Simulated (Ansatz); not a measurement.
`[GaH2][CH]1C[CH2][GeH2]1` at its PBE0-D4/def2-TZVP geometry, where that method's forces vanish. Total charge 0; spin multiplicity 1.

```tsv
atom	x (Å)	y (Å)	z (Å)
Ga1	-1.536	0.854	-1.333
C2	-0.195	-0.463	-0.802
C3	1.223	0.039	-0.411
C4	1.091	0.298	1.107
Ge5	-0.470	-0.902	1.125
H6	-2.868	0.385	-2.021
H7	-1.307	2.376	-0.997
H8	-0.222	-1.325	-1.469
H9	1.570	0.912	-0.972
H10	1.954	-0.757	-0.583
H11	0.768	1.320	1.318
H12	1.969	0.075	1.711
H13	-0.212	-2.376	1.494
H14	-1.764	-0.437	1.833
```

(1) For each bond, give half the difference of the two atoms' forces along it (eV/Å; positive pushes the atoms apart) under PBE-D4, r2SCAN-D4, B3LYP-D4, ωB97M-V in def2-TZVPP. (Estimate.)

Answers

(1) Ansatz gave: 
| bond | length (Å) | PBE-D4 | r2SCAN-D4 | B3LYP-D4 | ωB97M-V |
| --- | --- | --- | --- | --- | --- |
| Ga1–C2 | 1.953 | 0.02 | -0.03 | 0.10 | 0.01 |
| Ga1–H6 | 1.572 | 0.01 | -0.08 | -0.06 | -0.08 |
| Ga1–H7 | 1.575 | 0.02 | -0.08 | -0.05 | -0.09 |
| C2–C3 | 1.554 | 0.02 | 0.14 | 0.17 | 0.19 |
| C2–Ge5 | 1.995 | 0.18 | 0.12 | 0.24 | 0.03 |
| C2–H8 | 1.091 | 0.08 | -0.04 | -0.17 | -0.10 |
| C3–C4 | 1.545 | 0.03 | 0.13 | 0.21 | 0.20 |
| C3–H9 | 1.095 | 0.09 | -0.04 | -0.14 | -0.14 |
| C3–H10 | 1.094 | 0.11 | -0.06 | -0.12 | -0.11 |
| C4–Ge5 | 1.969 | 0.15 | 0.09 | 0.27 | 0.04 |
| C4–H11 | 1.092 | 0.08 | -0.05 | -0.13 | -0.08 |
| C4–H12 | 1.089 | 0.07 | -0.05 | -0.13 | -0.09 |
| Ge5–H13 | 1.541 | 0.03 | -0.06 | -0.11 | -0.10 |
| Ge5–H14 | 1.546 | -0.01 | -0.07 | -0.11 | -0.07 |

B3LYP here is the variant with VWN-RPA as its local correlation; programs differ in this.
